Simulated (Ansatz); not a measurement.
A geometry relaxed with CAM-B3LYP-D3(BJ)/def2-TZVP in Ansatz (a first-principles code), charge 0, multiplicity 1:

```xyz
12

H      2.3137     0.7761     1.1766
H      2.8771     0.4012    -1.1490
C     -2.0895     0.2231     0.0806
C     -0.6223     0.3031     0.3168
H     -0.3035     0.9411     1.1359
H     -2.4936     1.2164    -0.1255
Cl    -0.0060    -1.3713    -1.6972
H      2.7361    -1.4641     0.3587
Si     2.1670    -0.1422     0.0267
C      0.3507    -0.3067    -0.3467
H     -2.5965    -0.1451     0.9750
H     -2.3330    -0.4314    -0.7518
```

Q: Write the SMILES of this molecule.

A: `C/C=C(/[SiH3])Cl`
